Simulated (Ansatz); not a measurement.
## Relative stability

The two ends of one reaction step of SiN$_{2}$H$_{8}$O, singlet (PBE0-D4/def2-TZVP).

A:

```json
{"atom": "Si1", "x (Å)": "0.0248", "y (Å)": "-1.4386", "z (Å)": "-0.0078"}
{"atom": "O2", "x (Å)": "-0.9392", "y (Å)": "-0.8973", "z (Å)": "-1.2420"}
{"atom": "H3", "x (Å)": "-0.2954", "y (Å)": "-2.8389", "z (Å)": "0.3844"}
{"atom": "H4", "x (Å)": "1.3695", "y (Å)": "-1.3753", "z (Å)": "-0.6356"}
{"atom": "N5", "x (Å)": "-0.1856", "y (Å)": "-0.4939", "z (Å)": "1.3902"}
{"atom": "H6", "x (Å)": "0.0003", "y (Å)": "1.3852", "z (Å)": "-1.0677"}
{"atom": "N7", "x (Å)": "0.4937", "y (Å)": "1.9476", "z (Å)": "-0.3811"}
{"atom": "H8", "x (Å)": "-1.8674", "y (Å)": "-0.8069", "z (Å)": "-1.0159"}
{"atom": "H9", "x (Å)": "0.0983", "y (Å)": "0.4774", "z (Å)": "1.3542"}
{"atom": "H10", "x (Å)": "-0.1968", "y (Å)": "-0.8923", "z (Å)": "2.3123"}
{"atom": "H11", "x (Å)": "1.4394", "y (Å)": "2.0713", "z (Å)": "-0.7215"}
{"atom": "H12", "x (Å)": "0.0583", "y (Å)": "2.8617", "z (Å)": "-0.3697"}
```

B:

| atom | x (Å) | y (Å) | z (Å) |
| --- | --- | --- | --- |
| Si1 | 1.1029 | -0.3912 | 0.2043 |
| O2 | -2.2198 | 0.1452 | -0.4718 |
| H3 | 1.1497 | -1.5567 | -0.7266 |
| H4 | 2.4511 | -0.2422 | 0.8227 |
| N5 | 0.0016 | -0.4485 | 1.4960 |
| H6 | -1.3582 | 0.4851 | -0.7768 |
| N7 | 0.5933 | 0.9044 | -0.8381 |
| H8 | -2.5619 | -0.3810 | -1.1968 |
| H9 | 0.2679 | -0.7517 | 2.4157 |
| H10 | -0.9901 | -0.5119 | 1.3123 |
| H11 | 0.9531 | 0.9074 | -1.7818 |
| H12 | 0.6104 | 1.8412 | -0.4593 |

Program: Ansatz 0.2.0. Basis: def2-TZVPP. Cores are frozen in the correlated methods. B3LYP uses VWN-RPA correlation.

(1) Which structure is lower at CCSD(T), and by how much? (Judge from chemistry; the value comes from the calculation.)

The T1 diagnostic stays at or below 0.010.

Results:

(1) The calculation gives: A, by 38.0 kJ/mol (electronic energy, against the other). By their contacts, A is a complex of SiNH₅O ([NH2][SiH2][OH]) + NH₃ and B is a complex of SiN₂H₆ ([NH2][SiH2][NH2]) + H₂O.

All methods give the same order:

| method | E(B) − E(A) (kJ/mol) |
| --- | --- |
| SPW92 | 25.4 |
| PBE-D4 | 32.3 |
| BLYP-D4 | 36.6 |
| r2SCAN-D4 | 36.9 |
| B97M-V | 40.8 |
| PBE0-D4 | 33.4 |
| B3LYP-D4 | 37.5 |
| r2SCAN0-D4 | 36.9 |
| BHLYP-D4 | 39.9 |
| CAM-B3LYP-D4 | 38.1 |
| wB97X-V | 37.9 |
| wB97M-V | 37.7 |
| B2PLYP | 39.1 |
| PBE-QIDH | 35.5 |
| RPA on PBE | 39.5 |
| HF | 48.4 |
| MP2 | 36.9 |
| CCSD | 39.3 |
| CCSD(T) | 38.0 |

Labels in which every atom is bracketed show which atoms are joined, not bond orders.

For scale, one of the runs: CCSD(T)/def2-TZVPP, 247 basis functions, launched by `ansatz run in.yaml --threads 4 --pin off --events-out ev --progress --plain --max-ram 9574MiB`. Hardware: 4 CPU threads of an Arm Neoverse V1, shared host. Wall time 2.3 min; peak host memory 5.2 GiB.
